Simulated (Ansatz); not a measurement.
A displaced shape of triplet TiO:

```xyz
2

Ti   -0.0046   -0.0161   -0.3765
O     0.0244    0.0212    1.2029
```

It was optimised with HF/def2-SVP in Ansatz (development build ahead of 0.2.0) to forces under 0.001 eV/Å, with unrestricted orbitals. Each step stands on the lowest determinant of that kind that the program's search found.

(1) What shape does it relax to, and how does the optimisation go?

Answers

(1)

```xyz
2

Ti   -0.0047   -0.0163   -0.3829
O     0.0245    0.0214    1.2094
```

Bond lengths: Ti1–O2 1.593 Å.

```json
{"step": "1", "E − E(start) (eV)": "0.0000", "largest force (eV/Å)": "0.7575"}
{"step": "2", "E − E(start) (eV)": "-0.0042", "largest force (eV/Å)": "0.2682"}
{"step": "3", "E − E(start) (eV)": "-0.0049", "largest force (eV/Å)": "0.0054"}
{"step": "4", "E − E(start) (eV)": "-0.0049", "largest force (eV/Å)": "0.0000"}
```

The optimisation ended after 4 steps with its threshold met.
